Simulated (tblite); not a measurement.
Record of a relaxation.

Species: C₄H₉O₂Si (charge -1).
Numbering: `[CH2:1]=[C:2]([CH3:3])[O:4][SiH-:5][O:6][CH3:7]` (hydrogens: H8, H9 on C1; H10, H11, H12 on C3; H13 on Si5; H14, H15, H16 on C7)
Bond orders are those of one Lewis drawing.

Computed with GFN2-xTB (tblite), gas phase: L-BFGS steps from a force-field or distance-geometry start until the largest atomic force falls under 0.01 eV/Å. 5 of its 148 geometries are shown.

Step 0: E = -630.0779 eV, largest atomic force 3.967 eV/Å
```
atom  x, y, z in Å  |  force x, y, z in eV/Å
C1     -1.823   -1.670    0.360   -0.240  -0.625  -0.043
C2     -1.619   -0.370    0.606    2.535  -1.159   1.774
C3     -2.618    0.611    0.206   -0.842   1.614  -0.777
O4     -0.444   -0.007    1.253   -2.340   0.455  -0.359
Si5     0.959    0.261    0.333   -0.182  -2.809  -2.795
O6      2.428   -0.064    1.137    1.374   1.330  -0.078
C7      3.461    0.309    0.257   -0.933  -0.070   0.948
H8     -2.740   -1.996   -0.145    0.459   0.093   0.311
H9     -1.110   -2.442    0.647   -0.275   0.500  -0.234
H10    -2.751    1.432    0.946    0.073  -0.508  -0.367
H11    -3.610    0.111    0.029    0.966   0.579   0.083
H12    -2.248    1.090   -0.743   -0.506  -0.272   0.647
H13     0.964    1.517   -0.421   -0.043   1.273   0.886
H14     3.853    1.332    0.494   -0.219  -0.627  -0.082
H15     3.009    0.324   -0.750    0.453  -0.075   0.049
H16     4.281   -0.429    0.314   -0.279   0.302   0.037
```

Step 37: E = -631.4917 eV, largest atomic force 0.192 eV/Å
```
atom  x, y, z in Å  |  force x, y, z in eV/Å
C1     -1.944   -1.785    0.478   -0.004  -0.009   0.063
C2     -1.532   -0.514    0.508   -0.021  -0.052  -0.034
C3     -2.488    0.621    0.238   -0.073   0.088  -0.025
O4     -0.306   -0.167    0.780   -0.062  -0.051  -0.008
Si5     0.900    0.257   -0.362    0.190   0.028   0.000
O6      2.169    0.039    0.773   -0.020  -0.041  -0.070
C7      3.406    0.352    0.336   -0.036  -0.055   0.064
H8     -2.972   -2.051    0.291    0.024   0.004  -0.004
H9     -1.242   -2.581    0.645   -0.026  -0.065   0.006
H10    -2.509    1.285    1.102   -0.031   0.072  -0.009
H11    -3.492    0.252    0.042   -0.049   0.013   0.002
H12    -2.136    1.191   -0.621    0.080  -0.026   0.006
H13     0.824    1.791   -0.333   -0.109  -0.001   0.081
H14     3.708    1.367    0.662    0.023  -0.030  -0.133
H15     3.469    0.314   -0.768    0.029   0.074   0.099
H16     4.136   -0.362    0.752    0.086   0.052  -0.039
```

Step 74: E = -631.7689 eV, largest atomic force 0.101 eV/Å
```
atom  x, y, z in Å  |  force x, y, z in eV/Å
C1     -2.221   -1.823    0.597   -0.013   0.018   0.010
C2     -1.512   -0.702    0.395    0.001  -0.022  -0.004
C3     -2.176    0.594    0.027   -0.001   0.001   0.009
O4     -0.215   -0.683    0.511    0.018  -0.010   0.013
Si5     0.802    0.577   -0.049   -0.082  -0.050   0.031
O6      2.232   -0.182    0.511    0.011  -0.021   0.022
C7      3.352    0.470    0.146    0.044   0.058   0.016
H8     -3.295   -1.841    0.511    0.015   0.007  -0.007
H9     -1.726   -2.742    0.858   -0.036  -0.049   0.007
H10    -2.055    1.306    0.841    0.005   0.026   0.013
H11    -3.233    0.453   -0.188   -0.008   0.035  -0.011
H12    -1.634    1.004   -0.827   -0.013  -0.013  -0.025
H13     0.618    1.580    1.092    0.015  -0.016  -0.033
H14     3.274    1.558    0.318    0.027   0.008  -0.013
H15     3.562    0.338   -0.930    0.039   0.056  -0.037
H16     4.220    0.100    0.711   -0.021  -0.027   0.008
```

Step 110: E = -631.7863 eV, largest atomic force 0.026 eV/Å
```
atom  x, y, z in Å  |  force x, y, z in eV/Å
C1     -2.290   -1.810    0.644    0.012  -0.005  -0.022
C2     -1.517   -0.739    0.401    0.009   0.002  -0.002
C3     -2.120    0.582    0.016   -0.012   0.010  -0.010
O4     -0.217   -0.785    0.489    0.015   0.004   0.004
Si5     0.816    0.443   -0.124   -0.008   0.002  -0.001
O6      2.279   -0.246    0.448   -0.009  -0.007  -0.012
C7      3.345    0.534    0.175   -0.007  -0.003  -0.001
H8     -3.362   -1.757    0.566   -0.003  -0.003   0.009
H9     -1.859   -2.760    0.908   -0.007  -0.010   0.016
H10    -1.891    1.321    0.782   -0.012   0.002  -0.014
H11    -3.197    0.511   -0.121    0.001   0.003   0.011
H12    -1.619    0.914   -0.895    0.001  -0.007   0.003
H13     0.639    1.498    0.966    0.000   0.014   0.009
H14     3.196    1.577    0.504    0.020  -0.005   0.010
H15     3.546    0.585   -0.910   -0.006   0.008   0.000
H16     4.242    0.141    0.674    0.004  -0.005   0.001
```

Step 147: E = -631.7915 eV, largest atomic force 0.006 eV/Å
```
atom  x, y, z in Å  |  force x, y, z in eV/Å
C1     -2.279   -1.799    0.684    0.004  -0.002   0.001
C2     -1.516   -0.731    0.401   -0.001  -0.001   0.003
C3     -2.132    0.568   -0.037    0.000   0.001   0.001
O4     -0.216   -0.762    0.494   -0.001   0.001  -0.003
Si5     0.811    0.470   -0.118    0.001   0.002   0.001
O6      2.274   -0.258    0.403    0.002   0.000  -0.002
C7      3.347    0.528    0.183   -0.002   0.002   0.000
H8     -3.352   -1.759    0.607   -0.001   0.000  -0.001
H9     -1.842   -2.733    0.995   -0.002   0.000   0.000
H10    -1.912    1.339    0.699    0.001   0.003   0.000
H11    -3.208    0.481   -0.171    0.000   0.000  -0.002
H12    -1.633    0.870   -0.959   -0.001  -0.002   0.001
H13     0.658    1.500    1.001    0.000   0.000  -0.001
H14     3.281    1.490    0.722    0.001  -0.006   0.000
H15     3.449    0.788   -0.886    0.000  -0.002   0.003
H16     4.265    0.018    0.507   -0.001   0.003  -0.001
```

Q: Summarise the path.

A: The energy falls by 1.7137 eV from step 0 to step 147; nine tenths of that is first reached at step 55. It falls at every step. The largest force goes from 3.967 to 0.006 eV/Å. Among the bonds C2–O4 changes most, from 1.390 to 1.304 Å; the atoms move by 0.768 Å rms after alignment.

Q: Follow the three bonds and two angles with the largest change from start to end.

A: 
```
step  E above end (eV)  largest force (eV/Å)  C2–O4 (Å)  Si5–H13 (Å)  O6–C7 (Å)  O4–Si5–O6 (°)  O4–Si5–H13 (°)
   0            1.7137                 3.967      1.390        1.465      1.408          115.2           114.6
   6            0.5571                 0.685      1.325        1.592      1.370          107.5            96.4
  13            0.4461                 0.317      1.314        1.510      1.360          105.1            92.4
  19            0.3649                 0.294      1.310        1.536      1.351           98.7            94.4
  26            0.3310                 0.175      1.307        1.541      1.349           95.9            96.5
  32            0.3149                 0.131      1.304        1.532      1.346           93.2            98.9
  38            0.2950                 0.157      1.303        1.535      1.349           92.6           102.1
  45            0.2500                 0.170      1.299        1.526      1.349           93.4           100.8
  51            0.2065                 0.297      1.296        1.515      1.347           96.1           101.4
  58            0.0959                 0.392      1.297        1.524      1.347           93.0           100.1
  64            0.0480                 0.179      1.301        1.525      1.346           92.7            97.7
  70            0.0278                 0.114      1.301        1.526      1.349           93.7           100.1
  77            0.0198                 0.063      1.303        1.532      1.347           94.1           100.6
  83            0.0161                 0.046      1.304        1.527      1.348           95.0            99.6
  89            0.0134                 0.058      1.304        1.527      1.349           95.3            99.4
  96            0.0100                 0.052      1.304        1.531      1.349           95.2           100.0
 102            0.0060                 0.038      1.304        1.529      1.348           96.0            99.7
 109            0.0053                 0.024      1.304        1.528      1.349           96.1            99.8
 115            0.0032                 0.051      1.304        1.529      1.348           95.8            99.9
 121            0.0020                 0.027      1.304        1.530      1.348           95.5            99.7
 128            0.0010                 0.023      1.304        1.529      1.348           95.6            99.5
 134            0.0008                 0.013      1.304        1.530      1.348           95.4            99.4
 141            0.0004                 0.025      1.304        1.530      1.348           95.5            99.5
 147            0.0000                 0.006      1.304        1.529      1.348           95.6            99.3
```

The cost below is that of the whole relaxation. The run took 1.6 s wall on Arm Neoverse N1, one thread (shared host).
